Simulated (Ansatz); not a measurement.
Total energies of Sn₃⁻ (the lowest doublet isomer of a short search) from Ansatz at PBE0-D4/def2-TZVPD, gas phase (1 Eh = 27.2114 eV = 2625.5 kJ/mol). The reference geometry is relaxed at r2SCAN-D4/def2-SVPD.

Cartesian coordinates in Å:
```
Sn -0.044 -1.009 -1.346
Sn 0.938 -0.269 1.371
Sn -0.895 1.278 -0.025
```

| state | geometry | energy (Eh) |
| --- | --- | --- |
| charge -1 doublet | reference | -643.05175 |
| charge 0 triplet | reference | -642.97386 |
| charge -1 quartet | relaxed at r2SCAN-D4/def2-SVPD | -643.01387 |

In the def2 sets Sn takes a core potential; there is no spin–orbit coupling.

Task: Work out the vertical ionisation energy to the triplet.

Result: E(charge 0 triplet) − E(charge -1 doublet) = -642.97386 − (-643.05175) = 0.07789 Eh = 2.12 eV. For comparison, −ε of the highest occupied level of the spin that leaves is 0.66 eV at this level, 1.46 eV less.

Task: Which of the charge -1 states is lowest, and how far above it are the others?

Result: The doublet. quartet: -643.01387 − (-643.05175) = 0.03788 Eh = 99.5 kJ/mol.

At PBE0-D4/def2-TZVPD the charge -1 quartet is spin-contaminated (final ⟨S²⟩ up to 3.88, 3.75 for a pure state). At PBE0-D4/def2-TZVPD the highest occupied level of the charge -1 quartet lies above zero (up to 0.17 eV). It is a level of α spin, whose loss leaves a triplet; that state wasn't run at this geometry and level. The electron is either unbound and held by the finite basis, or the level is raised by self-interaction error. 

The structure comes from a short search, and lower isomers may exist.
